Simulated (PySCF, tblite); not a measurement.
C4H11B2F2P.
Geometry (GFN2-xTB, Å), atoms numbered from 1 in this order:
```xyz
20
C4H11B2F2P angstrom
C      2.6198   -0.4184    0.2292
C      1.7996    0.8324    0.5176
C      0.5182    0.8656   -0.3246
B     -0.5604   -0.2478   -0.0149
P     -0.6585   -1.1470    1.6411
C     -1.5815   -0.6857   -1.1607
B     -2.8946    0.1523   -0.9901
F     -3.8374   -0.1578   -0.1172
F     -3.1347    1.2712   -1.6481
H      3.5334   -0.4244    0.8189
H      2.8889   -0.4642   -0.8241
H      2.0437   -1.3090    0.4760
H      2.4024    1.7180    0.3025
H      1.5431    0.8562    1.5802
H      0.0235    1.8315   -0.1607
H      0.8011    0.8683   -1.3811
H     -2.0345   -1.1924    1.7586
H     -0.4928   -0.0718    2.4937
H     -1.1617   -0.5225   -2.1521
H     -1.8226   -1.7438   -1.0472
```

Jobs on this species (20 atoms, 78 electrons) with PySCF (density fitting) and tblite. Hardware of each: one thread of an Intel Xeon at 2.50 GHz, no GPU, shared host. Other jobs ran on the host; a repeat could differ by tens of per cent or more.

| level and settings | work | basis functions | SCF cycles | wall time |
| --- | --- | --- | --- | --- |
| GFN2-xTB | L-BFGS relaxation | – | – | ? |
| PBE0/pcSseg-1 | shieldings, charges and field gradients | 215 | 12 | 99 s |
| GFN2-xTB | Hessian by finite differences | – | – | 2.4 s |

Q: Fill in the missing figures.

A: 
- GFN2-xTB; L-BFGS relaxation: 2.4 s

Q: What do all jobs in the table cost together?

A: About 1.7 min; the longest takes about 95 % of that, and about 41 times as long as the shortest.
